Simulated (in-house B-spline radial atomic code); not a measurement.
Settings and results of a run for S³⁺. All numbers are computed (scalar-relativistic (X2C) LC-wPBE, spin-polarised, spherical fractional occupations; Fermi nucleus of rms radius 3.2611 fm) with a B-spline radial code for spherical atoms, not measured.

Command:
```bash
python run_scf.py task.json out
```
Settings (nuclear radius in fm, mass in u):
```
Z                16
configuration    [Ne] 3s2 3p1
hamiltonian      x2c
method           lc_wpbe
spin_polarised   True
nucleus          fermi
rms_radius       3.2611
atomic_mass      31.97207
speed_of_light   137.035999084
```

Output (hartree, bohr):
```
 radial grid: 69 intervals, B-splines of order 8, outer radius 18.6486 bohr

 iter        energy (Eh)    residual
    1        -395.111840    2.56e-01
    2        -396.298392    1.23e-01
    3        -396.439467    3.90e-02
    4        -396.454332    1.21e-02
    5        -396.455842    4.69e-03
    6        -396.456070    2.40e-04
    7        -396.456071    1.44e-05
    8        -396.456071    6.99e-07
    9        -396.456071    4.36e-08

 total energy                      -396.45607
 kinetic                             398.2870
 electron-nucleus                   -926.3775
 Hartree                             155.9654
 exact exchange                       -2.6719
 exchange-correlation                -21.6592

 orbital      occ     eigenvalue          <r>       <r^2>       <1/r>       <r^4>     <1/r^3>       r_max
 1s up      1.000       -90.2035    0.0966698    0.012592     15.7493 0.000410758           -     0.06307
 1s down    1.000       -90.1967    0.0966645   0.0125905     15.7499 0.000410661           -     0.06307
 2s up      1.000        -9.5429     0.477828    0.271679     3.08163    0.133844           -      0.3876
 2s down    1.000        -9.5355      0.47764    0.271352     3.08173     0.13322           -      0.3877
 2p up      3.000        -7.5141     0.440949    0.242896     2.96673    0.126999      82.099      0.3252
 2p down    3.000        -7.5044     0.440849    0.242667     2.96648    0.126467     82.0616      0.3254
 3s up      1.000        -2.1376      1.52009     2.63831    0.908368     10.8058           -       1.342
 3s down    1.000        -2.0606      1.51944     2.64105    0.911427     10.9038           -       1.337
 3p up      1.000        -1.4586      1.67565      3.2483    0.805323     17.1565      8.4527        1.45
```

Cost of the run: 0.47 s on 1 thread of x86-64 server CPU, with other jobs on the host.

Caution: exact exchange at fractional occupations of open shells leaves self-interaction of up to several eV.
